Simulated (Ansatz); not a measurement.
The same path of C2H3N + H3Si (10 atoms, charge 0, multiplicity 2) was run twice with different band settings. Lost on the way: H1–C2. Made: H1–Si5.

These are results of Ansatz, UKS PBE-D4/6-31G*, not measurements.

Relaxed end points:

```xyz
10
Properties=species:S:1:pos:R:3
H 0.550 0.191 1.708
C 0.829 -0.871 1.596
C 0.447 -1.344 0.269
N 0.136 -1.715 -0.800
Si -0.850 1.480 -1.450
H 1.918 -0.966 1.742
H 0.316 -1.456 2.378
H -1.147 2.954 -1.524
H -0.085 1.031 -2.658
H -2.114 0.698 -1.262
```

```xyz
10
Properties=species:S:1:pos:R:3
H -0.178 1.457 0.152
C 1.050 -1.505 1.717
C 0.546 -1.626 0.434
N 0.111 -1.720 -0.670
Si -0.840 1.542 -1.191
H 2.121 -1.365 1.877
H 0.378 -1.542 2.577
H -1.256 2.965 -1.426
H 0.123 1.128 -2.258
H -2.055 0.667 -1.211
```

Common settings: movable images 9; climbing image yes; spring 5.0 eV/Å²; optimiser quadratic models (default); start path through a guess of the saddle point; iteration limit 60; end points relaxed.

| run | force threshold |
| --- | --- |
| 1 | 0.05 eV/Å |
| 2 | 0.2 eV/Å |

(1) What does each run give, and how far can it be trusted?

Results:

(1) Run 1: not converged after 60 iterations, highest image 0.611 eV above the first end. The band didn't meet its force threshold, so its energies are provisional: the largest band force was still 0.12 eV/Å, and over the last iterations the top stayed at 0.61 eV.
Run 2: converged after 27 iterations, highest image 0.616 eV above the first end. The threshold of 0.2 eV/Å is loose, so the images may lie well off the minimum-energy path. The order of the stationary point at the top wasn't checked.
